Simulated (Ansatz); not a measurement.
Ansatz (a quantum-chemistry and plane-wave program) input (RPA@PBE/cc-pVQZ):

Ansatz 0.2 input:
```yaml
crystal:
  periodic: [false, false, false]
  atoms:
    - {symbol: O, position_ang: [0.42347817, 1.17381684, -1.15578047]}
    - {symbol: Ge, position_ang: [-0.13443619, -0.07647536, 0.04928116]}
    - {symbol: O, position_ang: [-1.03117296, 0.70297661, 1.28967065]}
    - {symbol: O, position_ang: [-0.48330702, -1.56450361, -0.73449774]}
    - {symbol: O, position_ang: [1.65459915, 0.00831812, 0.39400598]}
    - {symbol: H, position_ang: [0.56153802, 2.07499890, -0.80027564]}
    - {symbol: H, position_ang: [-1.59913456, 0.16914913, 1.86357228]}
    - {symbol: H, position_ang: [-1.39960933, -1.87501443, -0.76430297]}
    - {symbol: H, position_ang: [2.23038512, -0.48678563, -0.22317803]}
basis:
  gaussian:
    orbitals: cc-pVQZ
hamiltonian:
  xc: pbe
total_charge: 1
magnetization: {spin_polarized: true, initial_magnetization: 1}
correlation: {method: rpa, electrons: outside_noble_gas}
```

Output:

```
Functional definition: PBE
integrals: 2.70 GiB planned
2488 factors; integrals over basis functions are off by at most 8.3e-4 eV
mean field: 3.71 GiB planned
mean field evaluation 1: about -64723.3841 eV, gradient 9.9e1 eV
mean field evaluation 2: about -64723.3818 eV, gradient 9.9e1 eV
mean field evaluation 4: about -64744.9604 eV, gradient 4.5e1 eV
mean field evaluation 8: about -64752.5772 eV, gradient 7.8e-1 eV
mean field evaluation 16: about -64752.5781 eV, gradient 3.0e-3 eV
mean field evaluation 32: about -64750.7493 eV, gradient 3.1e-1 eV
mean field evaluation 64: about -64752.5776 eV, gradient 3.1e-1 eV
mean field evaluation 96: about -64708.4926 eV, gradient 6.9e1 eV
mean field evaluation 128: about -64752.3516 eV, gradient 1.6e0 eV
mean field -64752.57811693 eV, -2379.6133549234 hartree, gradient 1.8e-6 eV, S^2 0.753537; 7 other end points of the search recorded, 0 dependent functions left out
18 core orbitals not correlated
reference -64681.26529239 eV, -2376.9926569592 hartree; 16, 15 occupied and 374, 375 virtual orbitals, 2488 factors
Total energy: -64730.35386702 eV, -2378.7966288032 hartree
```
